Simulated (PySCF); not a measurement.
A run for PySCF: R-M06-2X/def2-TZVPP on BiH3Te2 (SMILES [TeH][BiH][TeH]), a point of a torsion scan. Elements past Kr take the def2 small-core potentials; no spin–orbit coupling.

```python
from pyscf import gto, dft

mol = gto.M(
    atom='''
    Te   -1.46069639   -1.26507466    1.49319965
    Bi    0.28908101    0.88673555    0.94717700
    Te    1.76644772   -0.40221705   -1.06731191
    H    -2.55358070   -0.75652528    0.37676467
    H    -0.82720759    1.48078546   -0.31800993
    H     3.09533225   -0.51780742   -0.07959037
    ''',
    basis='def2-tzvpp',
    ecp={'Bi': 'def2-tzvpp', 'Te': 'def2-tzvpp'},
    charge=0, spin=0, verbose=4, max_memory=1800)
mf = dft.RKS(mol, xc='m062x').density_fit(auxbasis='def2-universal-jkfit')
mf.grids.level = 4
mf.conv_tol = 1e-9
mf.max_cycle = 150
mf.kernel()
mf.dip_moment()
```

Question: What total energy does the run end on?

Answer: -752.2169 hartree.
